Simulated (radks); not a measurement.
Task: These are the eigenvalues of the occupied orbitals of an atom or ion with whole-number occupations (eV). All-electron calculation, scalar-relativistic Kohn-Sham, exchange-only LDA, spin-polarised, spherical densities, point nucleus. Program: a radial shooting solver on a logarithmic mesh with Libxc functionals.

| orbital | eigenvalue |
|---|---|
| 1s up | -70961.41 |
| 1s down | -70961.32 |
| 2s up | -13513.56 |
| 2s down | -13511.34 |
| 2p up | -12013.79 |
| 2p down | -12011.92 |
| 3s up | -4244.667 |
| 3s down | -4243.058 |
| 3p up | -3799.750 |
| 3p down | -3798.044 |
| 3d up | -3297.941 |
| 3d down | -3295.841 |
| 4s up | -1887.012 |
| 4s down | -1880.968 |
| 4p up | -1723.401 |
| 4p down | -1717.424 |
| 4d up | -1528.442 |

Which element is it, and in what charge state? The configuration may be excited. Open shells, if any, are filled with parallel spins first.

Result: Z = 74, tungsten, charge +36: W36+ in [Kr] 4d2. The list shows which subshells hold electrons but not how many an open one holds; the 1s level, -2607.8 hartree, gives Z - s = 72.2 by -(Z - s)^2/2, which with screening and relativity narrows Z to a few neighbours, and the depths of the outer levels then fix element, charge and occupations together.
